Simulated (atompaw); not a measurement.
# What one change does to a pseudopotential (Bi (Z = 83), PAW (atompaw))

```json
{
  "Element": "Bi",
  "Generator": "atompaw 4.2.0.5",
  "Type": "PAW",
  "Functional": "PBE",
  "Relativity": "scalar-relativistic",
  "Frozen core": "[Xe] 4f14",
  "Valence charge": "15",
  "Reference configuration": "5d10 6s1.75 6p3.25",
  "Partial waves": "6s (bound): rc 1.75 bohr; 6s channel at -0.6 Ry: rc 1.75 bohr; 6p (bound): rc 2.75 bohr; 6p channel at 0.4 Ry: rc 2.75 bohr; 5d (bound): rc 2.75 bohr; 5d channel at -0.95 Ry: rc 2.75 bohr; 5f channel at -0.1 Ry: rc 2.75 bohr",
  "Local potential": "ultrasoft scheme with l = 4 at 0 Ry, radius 1.85 bohr",
  "Core correction": "smooth core density matched at 1.95 bohr",
  "Augmentation charge": "sinc compensation charge, radius 2.40 bohr; PAW radius 2.75 bohr; waves and projectors: custom polynom2 7 10 vanderbiltortho"
}
```

Change: all radii scaled by about 0.90 (s 1.58, p 2.46, d 2.46, f 2.46 bohr); local potential ultrasoft scheme with l = 4 at 0 Ry, radius 1.66 bohr; augmentation sinc compensation charge, radius 2.16 bohr; PAW radius 2.46 bohr; waves and projectors: custom polynom2 7 10 vanderbiltortho; core correction smooth core density matched at 1.74 bohr.

Cutoffs: the cutoffs (Ry, on a coarse ladder) from which the occupation-weighted sum of valence levels, in a spherical-Bessel basis at the reference potential, stays within 10 and 1 mRy of its value at 400 Ry; they do not see the model core or the augmentation charge, which bear on the density cutoff.

Problem. What does the change do?

Solution. The potential gets harder (30 Ry and 60 Ry → 35 Ry and 80 Ry); the bound ghosts move from s to f, s. A smaller radius makes the pseudo-wave follow the all-electron one further in, where it bends more sharply, so more plane waves are needed.

```tsv
quantity	base	changed
cutoff, loose	30 Ry	35 Ry
cutoff, tight	60 Ry	80 Ry
loose cutoff by channel (10 mRy a level)	s 18 Ry, p 8 Ry, d 12 Ry	s 18 Ry, p 8 Ry, d 18 Ry
bound ghosts	s	s, f
lowest overlap eigenvalue by channel	s 0.25, p 0.89, d 0.98, f 1.00	s 0.36, p 0.95, d 0.95, f 1.00
```

 A true bound ghost makes a file unfit for plane-wave use even where its test errors are small: the radial tests pick states by their node count and pass the ghost by. The cutoffs see the waves, projectors and local potential, not the compensation charge or the core.
